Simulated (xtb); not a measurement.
Species: [W(F)6] (charge 0, multiplicity 1).

Task: Give a relaxed geometry from GFN2-xTB run with xtb.

Result: the end point of this relaxation.
Cartesian coordinates (Å) in one orientation:
```xyz
7

W      0.000     0.000     0.000
F     -1.129    -1.409    -0.339
F      0.746    -0.934     1.395
F     -0.746     0.934    -1.395
F     -1.242     0.720     1.146
F      1.242    -0.720    -1.146
F      1.129     1.409     0.339
```
